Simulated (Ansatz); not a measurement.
Ansatz results at the PBE0-D4/def2-TZVP geometry: LUMO energy (PBE0/def2-TZVPP) -1.35 eV; size of the dipole moment (ωB97M-V/def2-TZVPP) 4.28 D; LUMO energy (ωB97M-V/def2-TZVPP) 0.27 eV.

**Question.** Which molecule gave them?
A. `CO/C=C/N`
B. `F[CH2][Al]1[CH2][CH]1F`
C. `N=C1[SiH2]C1Cl`
D. `[CH3][Al]1[CH2][C]1(F)F`

**Answer.** D. The others give `F[CH2][Al]1[CH2][CH]1F`: -1.37, 3.26, 0.23; `CO/C=C/N`: 1.19, 1.42, 2.58; `N=C1[SiH2]C1Cl`: -1.67, 2.19, 0.46.
